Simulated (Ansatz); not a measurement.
C4H7Br (SMILES C=CCCBr) moved off its minimum; all values from Ansatz (a first-principles code), cores frozen in correlated methods.
(charge 0, multiplicity 1)
```xyz
12

C     -3.33432    -0.46573     0.01401
C     -2.44250    -0.26057    -1.08946
C     -0.99499    -0.13988    -0.98993
C     -0.38722    -0.06132     0.45392
Br     1.56412     0.24866     0.46400
H     -4.32026    -0.52326    -0.27446
H     -2.91235    -0.43108     0.94142
H     -2.84851    -0.34950    -2.02287
H     -0.33881    -0.91149    -1.59936
H     -0.72372     0.78223    -1.53960
H     -0.41316    -0.88033     1.03465
H     -0.85261     0.71013     0.96852
```

Forces at PBE/def2-TZVPP (eV/Å):

| atom | Fx | Fy | Fz |
|---|---|---|---|
| C1 | 4.057 | 1.092 | -5.657 |
| C2 | -1.937 | -1.554 | 5.526 |
| C3 | 2.986 | -0.537 | -0.241 |
| C4 | 0.606 | 1.558 | -3.662 |
| Br5 | -0.129 | 0.258 | -0.198 |
| H6 | -2.428 | -0.270 | 0.109 |
| H7 | 0.475 | -0.061 | 2.832 |
| H8 | -1.068 | 0.053 | -2.705 |
| H9 | -1.482 | 0.831 | 0.916 |
| H10 | 0.176 | 0.147 | 0.245 |
| H11 | -0.583 | -3.403 | 1.706 |
| H12 | -0.674 | 1.886 | 1.130 |

Q: Give the forces (eV/Å), the total energy and the dipole at CCSD(T)/aug-cc-pVTZ.

A: 
```json
[
 {"atom": "C1", "Fx": "4.034", "Fy": "1.086", "Fz": "-5.553"},
 {"atom": "C2", "Fx": "-2.286", "Fy": "-1.615", "Fz": "5.273"},
 {"atom": "C3", "Fx": "3.607", "Fy": "-0.443", "Fz": "-0.537"},
 {"atom": "C4", "Fx": "0.577", "Fy": "1.580", "Fz": "-3.406"},
 {"atom": "Br5", "Fx": "-0.324", "Fy": "0.250", "Fz": "-0.260"},
 {"atom": "H6", "Fx": "-2.251", "Fy": "-0.264", "Fz": "0.206"},
 {"atom": "H7", "Fx": "0.371", "Fy": "-0.065", "Fz": "2.684"},
 {"atom": "H8", "Fx": "-0.983", "Fy": "0.071", "Fz": "-2.503"},
 {"atom": "H9", "Fx": "-1.661", "Fy": "0.924", "Fz": "1.082"},
 {"atom": "H10", "Fx": "0.118", "Fy": "0.000", "Fz": "0.426"},
 {"atom": "H11", "Fx": "-0.630", "Fy": "-3.287", "Fz": "1.561"},
 {"atom": "H12", "Fx": "-0.572", "Fy": "1.763", "Fz": "1.027"}
]
```
Energy -2728.9479 hartree, dipole 1.83 D.

Doubts at one or more of the structures used: a restricted determinant that unrestricted orbitals would lower (CCSD(T)/aug-cc-pVTZ).
